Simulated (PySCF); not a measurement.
# NMR problem set

Computational details: shieldings: GIAO PBE0/pcSseg-1, geometry: GFN2-xTB, in PySCF 2.14 (relativity neglected, one computed conformer, no solvent model, one averaged value for each set of equivalent atoms).

References, each an isolated molecule treated in the same way: ¹H (σref 31.72) and ¹³C (σref 186.93) against TMS. Splittings of carbon signals by F and P are missing where no couplings were computed. Where no couplings were computed, multiplicities follow the n + 1 count of equivalent neighbours, and m marks all less simple cases (inequivalent or close neighbours, rings, F or P nearby). Shifts are as computed. Against solution values, carbons near 30 ppm lie about +3 ppm off and those near 130 ppm about +5 ppm. Of 1211 compounds with measured shifts, 218 miss one by over three times the rms of a fit or turn the order of signals round; such compounds aren't used in these exercises.

**Question.** C5H5FO3. ¹H NMR (400 MHz, computed): δ 8.34 (s, 1H), 5.62 (m, 2H), 4.26 (s, 2H). ¹³C{¹H} NMR (computed): δ 180.4 (CH), 170.1 (C), 124.3 (C), 108.8 (CH2), 62.8 (CH2). Identify the compound.

**Answer.** SMILES O1C(=O)C(COCF)=C1. Rings plus π bonds: 3 (1 ring in the answer). 5 carbon signals for 5 carbons: no two carbons are equivalent. Carbon types of the structure: 2 × C, 1 × CH, 2 × CH2, which accounts for all hydrogens. δC 180.4: alkene carbon bearing oxygen; an sp2 carbon further deshielded by the attached heteroatom. δC 170.1: ester carbonyl carbon; lone-pair donation from the attached heteroatom keeps it upfield of a ketone carbonyl. δC 108.8: sp3 CH2 bonded to F and O; 2 electronegative neighbours deshield it. δC 62.8: allylic sp3 CH2 bonded to O; the inductive effect lowers its shielding.

The shifts were computed for this structure.

**Question.** C9H9N. ¹H NMR (500 MHz, computed): δ 8.92 (d, 2H), 7.25 (d, 2H), 5.31 (m, 1H), 5.02 (m, 2H), 3.33 (m, 2H). ¹³C{¹H} NMR (computed): δ 220.1, 156.3, 156.0, 128.3, 97.7, 79.0, 42.3. What is it?

**Answer.** SMILES C=C=CCc1ccncc1. Rings plus π bonds: 6 (1 ring in the answer). 7 carbon signals for 9 carbons: some carbons are equivalent by symmetry or fast rotation. Carbon types of the structure: 2 × C, 5 × CH, 2 × CH2, which accounts for all hydrogens. δC 220.1: central carbon of an allene; the central sp carbon of an allene is among the most deshielded carbons of hydrocarbons. δC 156.3: aromatic CH next to a ring nitrogen; the adjacent pyridine-type nitrogen withdraws density from it. δC 128.3: aromatic CH; the aromatic region. δH 8.92: hydrogen on an aromatic CH next to a ring nitrogen; ring current plus the neighbouring ring nitrogen.

This is the structure that produced the data.
